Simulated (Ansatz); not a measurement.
`C[BH][GeH3]` + NH₃ → `N[BH][GeH3]` + CH₄  (ligand exchange at a B–C bond)

Gas-phase electronic energies from Ansatz, PBE0-D4/def2-TZVP geometries. CBS: MP2 limit from def2 TZ/QZ plus the TZ coupled-cluster correction, frozen cores. This one scheme is used for every species. DFT in def2-TZVPP. For Ge outer-core shells are correlated without core-valence functions, which leaves a few kJ/mol of doubt a bond. Scalar relativity is left out up to krypton. Each species was taken in one conformer, which may not be the lowest.

```csv
species,r2SCANh energy (Eh)
`C[BH][GeH3]`,-2144.09745
NH₃,-56.54562
`N[BH][GeH3]`,-2160.20064
CH₄,-40.49979
```

(1) Work out ΔE.

Largest T1 diagnostic among the species: 0.013.

## Answers

(1) ΔE = (-2160.20064) + (-40.49979) − (-2144.09745) − (-56.54562) = -0.05736 Eh = -36.0 kcal/mol. CCSD(T)/CBS gives -35.3 kcal/mol.

At CCSD(T), def2-SVP lies −5.3 kcal/mol from the extrapolated value and def2-TZVPP −0.6 kcal/mol. In def2-TZVPP, CCSD(T) changes the Hartree–Fock value by −0.8 kcal/mol (the triples alone add −0.4 kcal/mol) and MP2 by −1.3 kcal/mol.
